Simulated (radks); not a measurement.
Results of a calculation; reference values are marked as such.
Ionisation of Ne, [Ne], to Ne+, [He] 2s2 2p5, under several functionals. Scalar-relativistic Kohn-Sham, spin-unpolarised, spherical densities, point nucleus; a radial shooting solver on a logarithmic mesh with Libxc functionals.

functional                                      E(Ne) (hartree)  Exc (hartree)  IE (eV)  -e(HOMO) (eV)  <r> HOMO (bohr)  IE error (eV)
AM05                                                 -128.46159      -11.81412   22.386         13.258           0.9811         +0.821
HCTH/407                                             -129.10295      -12.50774   22.937         13.729           0.9752         +1.373
exchange-only B88                                    -128.73738      -12.10283   21.441         12.358           0.9862         -0.124
PW91                                                 -129.09374      -12.47634   22.588         13.435           0.9807         +1.024
LDA (Slater exchange, Perdew-Wang correlation)       -128.37486      -11.72067   22.657         13.534           0.9815         +1.092

NIST Atomic Spectra Database: 21.565 eV (measured). Closest: exchange-only B88. The Delta-SCF values span 1.50 eV, the total energies 0.73 hartree. The highest occupied level is 2p. Spin polarisation and multiplet splitting are left out, so open shells lie too high by an amount that depends on their filling.

Beside tabulated values, note that spin-unpolarised runs miss the spin-polarisation part of the exchange energy of open shells.
